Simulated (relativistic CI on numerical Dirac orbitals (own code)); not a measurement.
Crystal-field levels of Fe²⁺, 3d6

Calculated by Dirac-Coulomb-Breit CI, KLI orbitals optimised for each configuration, model QED (radiative potential, 1s self-energy scaled to tabulated hydrogen-like ionisation energies), one configuration in a parametric crystal field, unscaled Slater integrals (own radial code). With so little scaling, terms lie 10 to 35 % too far apart, which can change the order of excited levels.

Field parameters in Wybourne normalisation: D4h B²₀ = −7Ds, B⁴₀ = 21(Dq − Dt), B⁴₄ = 21√(5/14) Dq. The field is a parameter set, without covalency.

S is read from ⟨S²⟩ = S(S + 1).

Levels (cm⁻¹, degeneracy): 0 (1), 1610 (2), 1681 (1), 1699 (1), 1778 (2), 1852 (1), 1910 (1), 1985 (2), 3897 (1), 3898 (1), 3943 (2), 3959 (1).

(1) Which field gives this pattern?
A. D4h, 10Dq = 17900, Ds = 550, Dt = -340 cm⁻¹
B. D4h, 10Dq = 17900, Ds = -680, Dt = -340 cm⁻¹
C. D4h, 10Dq = 17900, Ds = 140, Dt = -340 cm⁻¹
D. D4h, 10Dq = 17900, Ds = 2590, Dt = -340 cm⁻¹

Answers

(1) C. D4h, 10Dq = 17900, Ds = 140, Dt = -340 cm⁻¹, ground level with S = 0.03.
